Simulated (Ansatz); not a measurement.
## Ansatz (development build ahead of 0.2.0) run

```yaml
crystal:
  periodic: [false, false, false]
  atoms:
    - { symbol: O, position_ang: [-0.2515, -0.4384, 1.677] }
    - { symbol: Mg, position_ang: [-0.0659, -1.7443, 0.1438] }
    - { symbol: Mg, position_ang: [1.3224, 0.6162, 0.9692] }
    - { symbol: O, position_ang: [1.508, -0.6897, -0.564] }
    - { symbol: Mg, position_ang: [-1.508, 0.6897, 0.564] }
    - { symbol: O, position_ang: [-1.3224, -0.6162, -0.9692] }
    - { symbol: O, position_ang: [0.0659, 1.7443, -0.1438] }
    - { symbol: Mg, position_ang: [0.2515, 0.4384, -1.677] }
basis:
  gaussian: { orbitals: STO-3G }
hamiltonian:
  xc: hf
```

The input is written out in the form of the current development build from the run's settings.

The run gave:

* Converged: yes
* Total energy: -1083.96032 hartree
* Spin squared of the determinant: 0.000

Caution: no unrestricted run beside it, a lower state can exist.
